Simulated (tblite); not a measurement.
C6H13, doublet, at a GFN2-xTB geometry; GFN1-xTB run with tblite 0.6.0.

The tblite input:
```
$ tblite run mol.xyz --method gfn1 --charge 0 --spin 1 --json tblite.json --no-restart

# file mol.xyz
19

C      2.41049035    -0.32170320     0.91371510
C      1.57151961    -0.25079038    -0.30065431
C      0.40966998     0.64866289    -0.43689128
C     -0.94297859    -0.10718236    -0.47617380
C     -2.08282331     0.86576106    -0.76064173
C     -1.17964219    -0.84108017     0.83937272
H      2.00808795     0.30595260     1.70571581
H      2.49009629    -1.34802493     1.28583334
H      3.43638330     0.00620230     0.70744873
H      1.79866639    -0.91867284    -1.11540489
H      0.38518179     1.36158618     0.39012731
H      0.48376161     1.21555236    -1.37390764
H     -0.89554694    -0.84346481    -1.28577866
H     -3.03312958     0.33734373    -0.80007415
H     -2.14274236     1.61918421     0.02240389
H     -1.93264884     1.37097698    -1.71238927
H     -1.23336327    -0.13316759     1.66416326
H     -2.11379835    -1.39776809     0.80396475
H     -0.36836326    -1.53770698     1.03553720
```

What the program printed (banner, timings and long lists left out):

```
xTB calculator
 | screened Coulomb repulsion
 | Coulomb electrostatics
 |  * isotropic Klopman-Ohno-Mataga-Nishimoto electrostatics
 |  * onsite third-order electrostatics
 | DFT-D3(BJ) dispersion correction

halogen bonding energy    0.0000000000000E+00 Eh
repulsion energy          2.8793824982793E-01 Eh
dispersion energy        -7.0819418795332E-03 Eh
number of electrons       3.7000000000000E+01 e
integral cutoff           1.9731147476801E+01 bohr

------------------------------------------------------------
  cycle        total energy    energy error   density error
------------------------------------------------------------
      1     -19.64038964908  -1.9921246E+01   5.6566584E-01
      2     -19.64154355384  -1.1539048E-03   3.3826680E-01
      3     -19.64154561775  -2.0639173E-06   3.0978151E-03
      4     -19.64155693292  -1.1315170E-05   4.8106508E-04
      5     -19.64155725538  -3.2245480E-07   1.0744625E-04
      6     -19.64155726483  -9.4497885E-09   1.4987440E-05
------------------------------------------------------------

electronic energy        -1.9922413572777E+01 Eh
total energy             -1.9641557264828E+01 Eh

Post processing:
 | Mayer-Wiberg bond orders

[Info] JSON dump of results written to 'tblite.json'
```
